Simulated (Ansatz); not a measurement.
## Ligand exchange: BClF2 + C4H10O → B(OH)F2 + C4H9Cl

Gas-phase species: BClF2 (chlorodifluoroborane) `FB(F)Cl`, singlet; C4H10O (2-methyl-1-propanol) `CC(C)CO`, singlet; B(OH)F2 (difluorohydroxyborane), singlet; C4H9Cl `CC(C)CCl`, singlet. The partners trade Cl for OH: B–Cl and C–OH bonds give way to B–OH and C–Cl.

Shapes, held fixed at every level: PBE0-D4/def2-TZVP. Flexible molecules stand in one conformer, not always the lowest. Programs: Ansatz 0.2.0. Electronic energies: no zero-point or thermal term.

Task: Estimate ΔE of this reaction.

Result: The highest level, CCSD(T)/CBS estimate, gives ΔE = -85.8 kJ/mol; the levels span -88.0 to -76.1. The column of differences is taken from that level and isn't an error. No measured value is set beside it here. The CBS estimate extrapolates MP2 from def2-TZVPP and def2-QZVPP and adds CCSD(T) − MP2 in the triple-zeta set, cores frozen.

```json
{"level": "HF/def2-TZVPP", "kind": "Hartree–Fock", "ΔE (kJ/mol)": "-88.0", "less CCSD(T)/CBS estimate": "-2.2"}
{"level": "PBE-D4/def2-TZVPP", "kind": "GGA", "ΔE (kJ/mol)": "-76.1", "less CCSD(T)/CBS estimate": "+9.7"}
{"level": "wB97M-V/def2-TZVPP", "kind": "range-separated hybrid", "ΔE (kJ/mol)": "-81.2", "less CCSD(T)/CBS estimate": "+4.6"}
{"level": "wB97X-V/def2-TZVPP", "kind": "range-separated hybrid", "ΔE (kJ/mol)": "-78.7", "less CCSD(T)/CBS estimate": "+7.1"}
{"level": "B2PLYP/def2-TZVPP", "kind": "double hybrid", "ΔE (kJ/mol)": "-83.4", "less CCSD(T)/CBS estimate": "+2.4"}
{"level": "CCSD(T)/def2-TZVPP", "kind": "coupled cluster or CI", "ΔE (kJ/mol)": "-82.5", "less CCSD(T)/CBS estimate": "+3.3"}
{"level": "CCSD(T)/CBS estimate", "kind": "coupled cluster or CI", "ΔE (kJ/mol)": "-85.8", "less CCSD(T)/CBS estimate": "0.0"}
```
